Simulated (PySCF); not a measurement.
Compound: C6H6ClO (doublet state).
Cartesian coordinates in Å at the GFN2-xTB level; atoms count from 1:
```xyz
14
C6H6ClO angstrom
C      2.1854   -0.3845    0.4753
O      1.0115   -1.0942    0.1411
C     -0.0914   -0.3534   -0.0687
C     -0.2799    0.9813   -0.0521
C     -1.6959    1.2479   -0.3318
Cl    -2.3046    2.8395   -0.4155
C     -2.3315    0.0855   -0.4203
C     -1.3973   -1.0610   -0.3436
H      2.9562   -1.1343    0.6418
H      2.0405    0.2063    1.3845
H      2.4860    0.2800   -0.3399
H      0.4271    1.7674    0.1314
H     -1.3606   -1.6205   -1.2784
H     -1.6461   -1.7605    0.4542
```

The hyperfine couplings belong to this conformer and change with its torsions.

As a line formula: `COC1=CC(Cl)=[C]C1` [radical].

The calculation used UKS B3LYP, pcH-1 on C Cl H O, non-relativistic, mean-field spin-orbit, GIAO (PySCF 2.14.0). One conformer (not necessarily the lowest) at the GFN2-xTB geometry, without solvent, vibrations or thermal averaging. The geometry wasn't refined by DFT: couplings that depend on bond lengths, twists or pyramidal angles can differ widely from those at the functional's own minimum. Stability of the SCF solution: not tested.

Principal values of hyperfine tensors in MHz (contact, dipolar and spin–orbit terms together), for some of the nuclei:

```tsv
atom	isotope	A1	A2	A3
C7	13C	396.20	424.46	607.16
C3	13C	45.47	56.57	66.69
C8	13C	35.92	36.35	54.61
C4	13C	32.85	35.36	46.70
H13	1H	3.46	4.96	23.14
O2	17O	-12.50	-9.71	-5.87
H14	1H	2.24	3.66	21.63
Cl6	35Cl	-1.48	4.29	14.58
```

(1) Split each tensor into its isotropic and traceless parts, and turn a_iso into mT with g = 2.0016.

(2) What spin density at the nucleus of C7 lies behind its contact coupling (g_N = 1.40482)?

(3) H12 (1H, g_N = 5.58569) isn't in the table. Its spin density at the nucleus is 0.003021 bohr⁻³. What is its contact coupling?

(4) Which nucleus of the table has the largest anisotropic coupling, and what is its form?

(5) What first-order splitting does C3 cause when the field lies along A1, A2 or A3 of its tensor (g taken as isotropic, no quadrupole term)?

Results:

(1) a_iso = (A1 + A2 + A3)/3, Ti = Ai − a_iso; 1 mT corresponds to 28.015 MHz. The tensors hold a spin–orbit part: the run splits a_iso into a_FC + a_SO, and T includes its anisotropic share.

| atom | a_iso (MHz) | a_FC | a_SO | a_iso (mT) | T1 | T2 | T3 |
| --- | --- | --- | --- | --- | --- | --- | --- |
| C7 | 475.94 | 476.05 | -0.12 | 16.989 | -79.74 | -51.48 | 131.22 |
| C3 | 56.24 | 56.25 | -0.01 | 2.008 | -10.77 | 0.33 | 10.45 |
| C8 | 42.29 | 42.30 | 0.00 | 1.510 | -6.37 | -5.95 | 12.32 |
| C4 | 38.30 | 38.32 | -0.01 | 1.367 | -5.45 | -2.94 | 8.39 |
| H13 | 10.52 | 10.52 | 0.00 | 0.376 | -7.06 | -5.56 | 12.62 |
| O2 | -9.36 | -9.35 | -0.01 | -0.334 | -3.14 | -0.35 | 3.49 |
| H14 | 9.18 | 9.17 | 0.00 | 0.328 | -6.94 | -5.51 | 12.45 |
| Cl6 | 5.80 | 5.62 | 0.18 | 0.207 | -7.28 | -1.51 | 8.79 |

(2) a_FC = (2μ0/3) gₑ μB g_N μN ρ(0)/(2S·h) = 800.24 MHz × g_N × ρ(0)/(2S), with ρ in bohr⁻³. With a_FC = 476.05 MHz and 2S = 1, ρ(0) = 0.4235 bohr⁻³.

(3) By the same relation, a_FC = 13.50 MHz. Its full tensor has the principal values 9.97, 11.54, 19.01 MHz.

(4) C7: -79.7, -51.5, 131.2 MHz (the dipolar term alone has -79.5, -51.6, 131.1), rhombic: the two smaller values differ by 22 % of the largest.

(5) 2 lines (I = 1/2), spaced by |A_i|/(g × 13.996): 1.62, 2.02, 2.38 mT along the axes of A1, A2 and A3.
